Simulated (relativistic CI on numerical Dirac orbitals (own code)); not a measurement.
A reference radial Dirac CI calculation of Nb XXXVIII gave the lowest total energy -2084.71472 Ha in 22 SCF steps, from this input:

```
atom Nb  Z=41  charge=37  electrons=4
nucleus A=93  rms_radius_fm=4.3240
hamiltonian dirac-coulomb  breit=on  qed=on  c_scale=1
orbitals kli  potential=per-configuration
slater_scale 1
correlation none
mixing on
grid step=0.0125 r_max=3.3
scf mixing=0.4 start=green max_iterations=150 tolerance=2e-08 node_fill=0.05
configurations
  [He] 2s2
  [He] 2s 2p
  [He] 2p2
end
```

One setting was then changed, and the output read:

```
SCF 1: [He] 2s2
 iter      energy (Ha)   residual   last orbital (Ha)
    1     -2086.015438   1.48e+00   -210.77872
    2     -2086.606325   8.85e-01   -203.66486
    3     -2086.940253   6.29e-03   -193.38861
    4     -2086.940180   4.57e-04   -193.37929
    5     -2086.940182   4.20e-06   -193.37249
    6     -2086.940182   3.34e-07   -193.37253
    7     -2086.940182   4.63e-09   -193.37253
SCF 2: [He] 2s 2p
 iter      energy (Ha)   residual   last orbital (Ha)
    1     -2080.124479   1.50e+00   -205.89274
    2     -2080.819074   8.98e-01   -197.86142
    3     -2081.209768   5.49e-03   -186.33920
    4     -2081.209744   7.16e-04   -186.29265
    5     -2081.209739   2.07e-05   -186.28390
    6     -2081.209739   1.74e-06   -186.28401
    7     -2081.209739   2.48e-08   -186.28401
    8     -2081.209739   3.80e-10   -186.28401
SCF 3: [He] 2p2
 iter      energy (Ha)   residual   last orbital (Ha)
    1     -2072.990665   1.58e+00   -205.89274
    2     -2073.829929   9.44e-01   -197.43696
    3     -2074.297717   9.36e-03   -185.32252
    4     -2074.297816   9.63e-04   -185.32395
    5     -2074.297817   6.54e-06   -185.31155
    6     -2074.297817   1.04e-06   -185.31164
    7     -2074.297817   1.06e-08   -185.31164
orbital energies (Ha): 1s -811.3505  2s -193.3725
configuration averages (Ha): Dirac-Coulomb, Breit, QED
  2s2                          -2086.940182    1.107940    0.000000
  2s 2p                        -2081.209739    1.119617    0.000000
  2p2                          -2074.297817    1.146525    0.000000
levels: no., configuration, term, J, E (cm-1), weight
   1 2s2                    1S   0                0.0  0.97
   2 2s 2p                  3P*  0           609091.8  1.00
   3 2s 2p                  3P*  1           723956.0  0.85
   4 2s 2p                  3P*  2          1498905.0  1.00
   5 2p2                    3P   0          1739859.9  0.77
   6 2s 2p                  1P*  1          1910666.4  0.85
   7 2p2                    3P   1          2474936.3  1.00
   8 2p2                    1D   2          2575160.1  0.57
   9 2p2                    3P   2          3428755.5  0.57
  10 2p2                    1S   0          3742147.7  0.77
lowest total energy -2086.168113 Ha
end: converged
```

**Question.** Which setting was changed?
A. charge
B. start potential
C. configuration list
D. QED terms

**Answer.** D. The QED terms off.
